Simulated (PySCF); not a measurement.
# Pd⁺: fine-structure interval

Pd⁺ [Kr] 4d9 [4d3/2^4 4d5/2^5, M_J = 5/2] → Pd⁺ [Kr] 4d9 [4d3/2^3 4d5/2^6, M_J = 3/2], as a difference of total energies. Calculation: PySCF 2.14, in x2c-SVPall-2c with one added diffuse shell each of s, p, d type (7s9p7d1f, 76 functions); the two-component X2C-1e Hamiltonian. Correlated levels: [Ar] 3d10 frozen; the 6 highest virtual spinors dropped. "Screened" scales the spin-orbit matrix elements by Boettger's factors to mimic the two-electron term; Breit and QED terms are absent.

| method | fine-structure interval (cm⁻¹) |
| --- | --- |
| GHF (screened spin-orbit) | 3574.2 |
| GMP2 (screened spin-orbit) | 3892.0 |
| GHF (bare spin-orbit) | 4651.3 |

Errors of the correlated levels include the incompleteness of this basis and the frozen core.

Task: Which method comes closest to the reference value, and which is furthest?

Result: The reference is 3539.2 cm⁻¹ (measured; NIST Handbook of Basic Atomic Spectroscopic Data (Sansonetti and Martin, J. Phys. Chem. Ref. Data 34, 1559 (2005))). Closest: GHF (screened spin-orbit) (error 34.932 cm⁻¹); furthest: GHF (bare spin-orbit) (error 1112.1 cm⁻¹).
